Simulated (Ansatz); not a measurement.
## Nudged elastic band run: AlF2H5Si

input.yaml

```yaml
crystal:
  periodic: [false, false, false]
  atoms:
    - { symbol: Al, position_ang: [-0.036843, 0.253864, 0.151659] }
    - { symbol: H, position_ang: [0.4817, 1.164862, 1.340953] }
    - { symbol: F, position_ang: [1.04533, -0.63787, -0.771107] }
    - { symbol: F, position_ang: [-1.557799, 0.492644, -0.490173] }
    - { symbol: Si, position_ang: [0.152511, -2.748312, 1.121659] }
    - { symbol: H, position_ang: [-0.210048, -3.231903, -0.240103] }
    - { symbol: H, position_ang: [1.621832, -2.637335, 1.34169] }
    - { symbol: H, position_ang: [-0.491998, -3.585345, 2.183055] }
    - { symbol: H, position_ang: [-0.462786, -1.364306, 1.324266] }
basis:
  gaussian: { orbitals: "6-31G*" }
hamiltonian:
  xc: pbe
neb:
  order_check: false
  images: 7
  f_tol: 0.2
  max_iterations: 60
  final_atoms:
    - { symbol: Al, position_ang: [-0.06071166, -0.69061251, -0.26024403] }
    - { symbol: H, position_ang: [0.28111068, 0.7982457, 1.88340956] }
    - { symbol: F, position_ang: [1.23094039, 0.34039982, -0.50316247] }
    - { symbol: F, position_ang: [-1.54833444, -0.1331164, -0.7733787] }
    - { symbol: Si, position_ang: [0.20494615, -2.91824311, 0.68652881] }
    - { symbol: H, position_ang: [-0.38829977, -3.96545967, -0.21097894] }
    - { symbol: H, position_ang: [1.65364787, -3.24489428, 0.90366947] }
    - { symbol: H, position_ang: [-0.49750972, -3.00388858, 2.01283431] }
    - { symbol: H, position_ang: [-0.3338905, 0.52386803, 2.22322098] }
  initial_path:
    images:
      - { positions_ang: [[-0.036843, 0.253864, 0.151659], [0.4817, 1.164862, 1.340953], [1.04533, -0.63787, -0.771107], [-1.557799, 0.492644, -0.490173], [0.152511, -2.748312, 1.121659], [-0.210048, -3.231903, -0.240103], [1.621832, -2.637335, 1.34169], [-0.491998, -3.585345, 2.183055], [-0.462786, -1.364306, 1.324266]] }
      - { positions_ang: [[-0.03244701, 0.18770484, 0.10879435], [0.34899893, 0.87744057, 1.47816248], [1.14822791, -0.47595096, -0.7888775], [-1.53560729, 0.35590513, -0.58939171], [0.14717721, -2.68129035, 1.05184062], [-0.31410871, -3.26256463, -0.19216803], [1.59841897, -2.70393205, 1.22293588], [-0.47510287, -3.32916842, 2.18483758], [-0.34365815, -1.26184513, 1.48576532]] }
      - { positions_ang: [[-0.02805101, 0.12154568, 0.06592971], [0.21629787, 0.59001914, 1.61537196], [1.25112583, -0.31403191, -0.806648], [-1.51341557, 0.21916626, -0.68861042], [0.14184341, -2.6142687, 0.98202223], [-0.41816942, -3.29322626, -0.14423305], [1.57500594, -2.7705291, 1.10418176], [-0.45820774, -3.07299184, 2.18662016], [-0.22453031, -1.15938426, 1.64726464]] }
      - { positions_ang: [[-0.02365502, 0.05538652, 0.02306506], [0.0835968, 0.30259771, 1.75258145], [1.35402374, -0.15211287, -0.8244185], [-1.49122386, 0.08242738, -0.78782913], [0.13650962, -2.54724706, 0.91220385], [-0.52223013, -3.32388789, -0.09629808], [1.55159292, -2.83712615, 0.98542764], [-0.44131261, -2.81681525, 2.18840275], [-0.10540246, -1.05692339, 1.80876396]] }
      - { positions_ang: [[-0.01925903, -0.01077264, -0.01979958], [-0.04910427, 0.01517628, 1.88979093], [1.45692165, 0.00980617, -0.842189], [-1.46903214, -0.05431149, -0.88704784], [0.13117582, -2.48022541, 0.84238547], [-0.62629084, -3.35454952, -0.0483631], [1.52817989, -2.90372319, 0.86667352], [-0.42441748, -2.56063867, 2.19018533], [0.01372539, -0.95446253, 1.97026328]] }
      - { positions_ang: [[-0.02962219, -0.18073261, -0.07991069], [0.03344947, 0.21094363, 1.88819559], [1.40042634, 0.09245458, -0.75743237], [-1.48885772, -0.07401272, -0.85863055], [0.1496184, -2.58972983, 0.8034213], [-0.56679307, -3.50727706, -0.08901706], [1.55954688, -2.98901597, 0.87592251], [-0.44269054, -2.67145115, 2.14584757], [-0.07317858, -0.58487989, 2.03350271]] }
      - { positions_ang: [[-0.03998535, -0.35069258, -0.14002181], [0.11600321, 0.40671099, 1.88660024], [1.34393102, 0.175103, -0.67267574], [-1.50868329, -0.09371395, -0.83021327], [0.16806099, -2.69923426, 0.76445714], [-0.5072953, -3.6600046, -0.12967102], [1.59091388, -3.07430874, 0.88517149], [-0.4609636, -2.78226362, 2.10150982], [-0.16008255, -0.21529725, 2.09674213]] }
      - { positions_ang: [[-0.0503485, -0.52065254, -0.20013292], [0.19855695, 0.60247835, 1.8850049], [1.2874357, 0.25775141, -0.5879191], [-1.52850887, -0.11341517, -0.80179599], [0.18650357, -2.80873868, 0.72549298], [-0.44779754, -3.81273213, -0.17032498], [1.62228088, -3.15960151, 0.89442048], [-0.47923666, -2.8930761, 2.05717207], [-0.24698652, 0.15428539, 2.15998156]] }
      - { positions_ang: [[-0.06071166, -0.69061251, -0.26024403], [0.28111068, 0.7982457, 1.88340956], [1.23094039, 0.34039982, -0.50316247], [-1.54833444, -0.1331164, -0.7733787], [0.20494615, -2.91824311, 0.68652881], [-0.38829977, -3.96545967, -0.21097894], [1.65364787, -3.24489428, 0.90366947], [-0.49750972, -3.00388858, 2.01283431], [-0.3338905, 0.52386803, 2.22322098]] }
```

Command:

```bash
$ ansatz run input.yaml --threads 1 --pin off --max-ram 2048MiB --backend cpu --events-out ev --progress --plain --runs-dir out
```

Output, in part (warnings, iteration lines, the closing report on the highest movable image, with atoms numbered from 0):

```
NEB end point (image 0): max|allowed force component| = 2.498e-2 eV/Å (the criterion of neb.relax_end_points is 4.000e-2)
NEB end point (image 8): max|allowed force component| = 2.077e-2 eV/Å (the criterion of neb.relax_end_points is 4.000e-2)
NEB iter   1: max|band force component| = 3.508e0 eV/Å  barrier→ = 3.1703 eV  barrier← = 3.0718 eV  Δτ_max = 0.2000 Å  (242 SCF iters)
NEB iter   2: max|band force component| = 1.688e0 eV/Å  barrier→ = 2.0495 eV  barrier← = 1.9510 eV  Δτ_max = 0.2000 Å  (210 SCF iters)
NEB iter   3: max|band force component| = 1.558e0 eV/Å  barrier→ = 1.7035 eV  barrier← = 1.6050 eV  Δτ_max = 0.1957 Å  (202 SCF iters)
NEB iter   4: max|band force component| = 2.049e0 eV/Å  barrier→ = 1.5007 eV  barrier← = 1.4022 eV  Δτ_max = 0.1043 Å  (190 SCF iters)
NEB iter   5: max|band force component| = 9.054e-1 eV/Å  barrier→ = 1.6456 eV  barrier← = 1.5471 eV  Δτ_max = 0.2000 Å  (186 SCF iters)
NEB iter   6: max|band force component| = 3.243e0 eV/Å  barrier→ = 1.7358 eV  barrier← = 1.6374 eV  Δτ_max = 0.1014 Å  (190 SCF iters)
NEB iter   7: max|band force component| = 2.418e0 eV/Å  barrier→ = 1.3563 eV  barrier← = 1.2578 eV  Δτ_max = 0.0835 Å  (184 SCF iters)
NEB iter   8: max|band force component| = 1.712e0 eV/Å  barrier→ = 1.1993 eV  barrier← = 1.1008 eV  CI = image 4  Δτ_max = 0.1017 Å  (185 SCF iters)
NEB iter   9: max|band force component| = 8.921e-1 eV/Å  barrier→ = 1.5262 eV  barrier← = 1.4277 eV  CI = image 4  Δτ_max = 0.1887 Å  (180 SCF iters)
NEB iter  10: max|band force component| = 8.396e-1 eV/Å  barrier→ = 1.5885 eV  barrier← = 1.4901 eV  CI = image 4  Δτ_max = 0.0709 Å  (188 SCF iters)
NEB iter  11: max|band force component| = 2.270e-1 eV/Å  barrier→ = 1.6328 eV  barrier← = 1.5343 eV  CI = image 4  Δτ_max = 0.1955 Å  (183 SCF iters)
NEB iter  12: max|band force component| = 1.485e0 eV/Å  barrier→ = 1.6313 eV  barrier← = 1.5328 eV  CI = image 4  Δτ_max = 0.1025 Å  (189 SCF iters)
NEB iter  13: max|band force component| = 2.637e-1 eV/Å  barrier→ = 1.6301 eV  barrier← = 1.5316 eV  CI = image 4  Δτ_max = 0.0901 Å  (183 SCF iters)
NEB iter  14: max|band force component| = 7.784e-2 eV/Å  barrier→ = 1.6298 eV  barrier← = 1.5314 eV  CI = image 4  Δτ_max = 0.0000 Å  (355 SCF iters)
Total energy: -19976.94271840 eV, -734.1391040432 hartree
Atom 0 at    -0.007006    -0.170139     0.023624 Å, force    -0.010481     0.004000    -0.087516 eV/Å
Atom 1 at    -0.048961     0.377055     1.668975 Å, force     0.004668     0.004085     0.016692 eV/Å
Atom 2 at     1.413306     0.232609    -0.744017 Å, force     0.020922    -0.007217     0.022479 eV/Å
Atom 3 at    -1.474926     0.066498    -0.723449 Å, force    -0.019151    -0.009288     0.023063 eV/Å
Atom 4 at     0.155272    -2.621534     0.983081 Å, force     0.003487     0.017058    -0.012072 eV/Å
Atom 5 at    -0.648897    -3.319021    -0.080531 Å, force     0.002482     0.000723     0.000150 eV/Å
Atom 6 at     1.577067    -3.095980     0.952174 Å, force    -0.002919     0.001534     0.005045 eV/Å
Atom 7 at    -0.448528    -2.987202     2.309339 Å, force    -0.005232    -0.004212     0.000717 eV/Å
Atom 8 at     0.024573    -0.775987     1.572703 Å, force     0.006224    -0.006683     0.031442 eV/Å
Dipole moment:     0.020030    -0.235963     0.381378 e Å
```

The run converged. The threshold of 0.2 eV/Å is loose, so the images may lie well off the minimum-energy path. Neighbouring images differ by up to 1.2 eV, so the band resolves the path poorly. The order of the stationary point at the top wasn't checked. The orbitals stay closed-shell, which can raise the energy where a bond breaks towards radicals; this wasn't checked here.

Final band (atoms are numbered from 1 in the order of the input):

```tsv
image	path coordinate (Å)	energy (eV)	Al1–H2 (Å)	Si5–H9 (Å)	Al1–Si5 (Å)
0	0.00	0.00	1.59	1.53	3.16
1	0.69	0.01	1.58	1.53	3.18
2	1.37	0.06	1.58	1.52	3.24
3	2.06	0.41	1.59	1.55	3.02
4	2.75	1.63	1.73	1.94	2.64
5	3.32	0.61	2.08	2.41	2.45
6	3.89	0.18	2.46	2.86	2.44
7	4.47	0.11	2.56	3.32	2.44
8	5.04	0.10	2.63	3.81	2.44
```

Time of the run: 4.4 min on 1 thread of Arm Neoverse V2, on a shared host, peak memory 0.14 GiB.
